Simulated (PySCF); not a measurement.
C4H9S2, SMILES S(C(C)(C)C)[S], doublet, GFN2-xTB optimised geometry.

```
15

C      0.54    -1.38     1.21
C      0.14     0.09     1.22
C      0.55     0.77     2.52
C      0.65     0.83     0.00
S     -1.74     0.17     1.09
S     -2.44    -0.76     2.64
H      0.09    -1.90     2.05
H      0.23    -1.86     0.29
H      1.62    -1.46     1.30
H      0.23     1.82     2.51
H      1.63     0.74     2.63
H      0.09     0.28     3.37
H      0.31     0.35    -0.91
H      0.31     1.86     0.00
H      1.74     0.83     0.00
```

Density from unrestricted CAM-B3LYP/def2-TZVP (PySCF 2.14.0) at that geometry.

Minimum of the electron density along straight lines between bonded atoms, close to the bond critical point (lines longer than 1.1 times the sum of covalent radii, or with two minima, are not listed):

```json
[
 {"bond": "C1–C2", "length / Å": "1.519", "ρ at the minimum / e bohr⁻³": "0.253", "∇²ρ there / e bohr⁻⁵": "-0.65", "position (fraction from the first atom)": "0.49"},
 {"bond": "C2–C3", "length / Å": "1.519", "ρ at the minimum / e bohr⁻³": "0.253", "∇²ρ there / e bohr⁻⁵": "-0.65", "position (fraction from the first atom)": "0.51"},
 {"bond": "C2–C4", "length / Å": "1.520", "ρ at the minimum / e bohr⁻³": "0.253", "∇²ρ there / e bohr⁻⁵": "-0.64", "position (fraction from the first atom)": "0.51"},
 {"bond": "C2–S5", "length / Å": "1.885", "ρ at the minimum / e bohr⁻³": "0.165", "∇²ρ there / e bohr⁻⁵": "-0.23", "position (fraction from the first atom)": "0.46"},
 {"bond": "S5–S6", "length / Å": "1.942", "ρ at the minimum / e bohr⁻³": "0.182", "∇²ρ there / e bohr⁻⁵": "-0.23", "position (fraction from the first atom)": "0.52"},
 {"bond": "C1–H7", "length / Å": "1.089", "ρ at the minimum / e bohr⁻³": "0.281", "∇²ρ there / e bohr⁻⁵": "-0.98", "position (fraction from the first atom)": "0.65"},
 {"bond": "C1–H8", "length / Å": "1.088", "ρ at the minimum / e bohr⁻³": "0.280", "∇²ρ there / e bohr⁻⁵": "-0.97", "position (fraction from the first atom)": "0.64"},
 {"bond": "C1–H9", "length / Å": "1.088", "ρ at the minimum / e bohr⁻³": "0.279", "∇²ρ there / e bohr⁻⁵": "-0.96", "position (fraction from the first atom)": "0.64"},
 {"bond": "C3–H10", "length / Å": "1.088", "ρ at the minimum / e bohr⁻³": "0.280", "∇²ρ there / e bohr⁻⁵": "-0.97", "position (fraction from the first atom)": "0.64"},
 {"bond": "C3–H11", "length / Å": "1.088", "ρ at the minimum / e bohr⁻³": "0.279", "∇²ρ there / e bohr⁻⁵": "-0.96", "position (fraction from the first atom)": "0.64"},
 {"bond": "C3–H12", "length / Å": "1.089", "ρ at the minimum / e bohr⁻³": "0.281", "∇²ρ there / e bohr⁻⁵": "-0.98", "position (fraction from the first atom)": "0.65"},
 {"bond": "C4–H13", "length / Å": "1.088", "ρ at the minimum / e bohr⁻³": "0.281", "∇²ρ there / e bohr⁻⁵": "-0.97", "position (fraction from the first atom)": "0.64"},
 {"bond": "C4–H14", "length / Å": "1.088", "ρ at the minimum / e bohr⁻³": "0.281", "∇²ρ there / e bohr⁻⁵": "-0.97", "position (fraction from the first atom)": "0.64"},
 {"bond": "C4–H15", "length / Å": "1.088", "ρ at the minimum / e bohr⁻³": "0.279", "∇²ρ there / e bohr⁻⁵": "-0.96", "position (fraction from the first atom)": "0.64"}
]
```
